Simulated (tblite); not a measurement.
Compound: CH10BNOSi.
Cartesian coordinates in Å at the GFN2-xTB level; atoms count from 1:
```xyz
15
CH10BNOSi angstrom
B      2.4957   -0.0771    0.2128
N      0.9595   -0.1244    0.8268
C     -0.0685    0.0369   -0.1817
O     -1.3239   -0.0139    0.4118
Si    -2.7945    0.1171   -0.2787
H      3.2052   -0.2236    1.1561
H      2.5624   -0.9737   -0.5672
H      2.6097    0.9923   -0.2970
H      0.8519   -1.0177    1.2996
H      0.8905    0.6143    1.5216
H      0.0457   -0.7634   -0.9224
H      0.0875    0.9995   -0.6830
H     -3.6017   -0.0267    0.9205
H     -2.9919   -0.9447   -1.2664
H     -2.9323    1.4132   -0.9443
```

Method: GFN2-xTB as coded in tblite; computed harmonic values from a numerical Hessian at the method's own geometry, unscaled. The method is semi-empirical: single wavenumbers can be off by several per cent or more. Modes of hydrogen on boron and silicon can be 10 to 20 % off. One conformer, not necessarily the lowest.

Harmonic wavenumbers (cm⁻¹): 39.3, 92.8, 125.5, 173.7, 185.6, 272.6, 339.5, 597.4, 626.9, 636.9, 652.2, 741.1, 792.3, 810.7, 829.4, 891.3, 895.7, 974.6, 1096.3, 1109.2, 1133.6, 1155.0, 1159.5, 1253.4, 1255.8, 1286.0, 1326.4, 1477.6, 1518.5, 2244.7, 2272.7, 2358.7, 2459.7, 2464.3, 2480.4, 2916.3, 2937.1, 3368.9, 3377.6.

A = 18993, B = 1400, C = 1359 MHz; mass 91.062 u (most abundant isotopes); point group Cs, symmetry number 1.

Question: What is the zero-point energy?

Answer: ½Σν̃ = 25165 cm⁻¹ = 301.03 kJ/mol.

Question: What is S at 350 K and 1 bar for an ideal gas of classical rigid rotors and harmonic oscillators?

Answer: Translation 168.45, rotation 113.25, vibration 111.55: S = 393.2 J/(mol K).

Question: And Cp and H(350 K) − H(0)?

Answer: Cp = 146.45 J/(mol K), of which vibrations give 113.19 (their classical limit is 39 R = 324.3); H(350 K) − H(0) = 31.60 kJ/mol without the zero-point energy, 19.96 from vibrations.

Question: Which modes carry the vibrational entropy at 350 K?

Answer: 39.3 cm⁻¹: 23.48; 92.8 cm⁻¹: 16.38; 125.5 cm⁻¹: 13.91; 173.7 cm⁻¹: 11.29; 185.6 cm⁻¹: 10.76; 272.6 cm⁻¹: 7.79 J/(mol K); the other 33 give 27.94 together.

Question: Blend soft modes into free rotors: weight 1/[1 + (100 cm⁻¹/ν̃)⁴] for the oscillator and the rest for a rotor with moment μB/(μ + B), μ = h/(8π²ν), B = 10⁻⁴⁴ kg m². What vibrational entropy results?

Answer: 101.97 J/(mol K) in place of 111.55, which changes −T·S at 350 K by +3.35 kJ/mol.

Question: What must be added to the electronic energy to get the Gibbs energy at 350 K and 1 bar?

Answer: ZPE + [H(350 K) − H(0)] − T·S = 301.03 + 31.60 − 137.64 = 194.99 kJ/mol.

Hindered rotation and anharmonicity are outside this model. Other conformers, if any are populated, would add a mixing term that is left out.
